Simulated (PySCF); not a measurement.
AlH₃OS, SMILES [AlH]([OH])[SH].

Coordinates come from a TPSSh-D3(BJ)/def2-TZVP optimisation. The values are those of a single conformer.

Vertical ionisation energy (IE) and electron affinity (EA) in eV. Rows of orbital energies are one-electron estimates. Where ΔSCF, EOM or ADC give a negative EA the extra electron is unbound and the value depends on the basis.

```
level                                            IE     EA
---------------------------------------------  ----  -----
−ε(HOMO), −ε(LUMO), r2SCAN/def2-TZVPD (PySCF)     ?      ?
ADC(2)/aug-cc-pVDZ (PySCF)                     9.69  -0.51
```

Problem. What belongs in the gaps? (An estimate is asked for; the answer gives what the named calculation found.)

Solution. 
- −ε(HOMO), −ε(LUMO), r2SCAN/def2-TZVPD (PySCF), IE: 6.79
- −ε(HOMO), −ε(LUMO), r2SCAN/def2-TZVPD (PySCF), EA: 1.07

Problem. Beyond the first one, list the lowest photoelectron lines from ADC(2)/aug-cc-pVDZ (PySCF) with their pole strengths (two spins summed). (An estimate is asked for; the answer gives what the named calculation found.)

Solution. 10.78 eV (1.80), 11.08 eV (1.73), 11.34 eV (1.76), 12.93 eV (1.81), 14.38 eV (1.81).
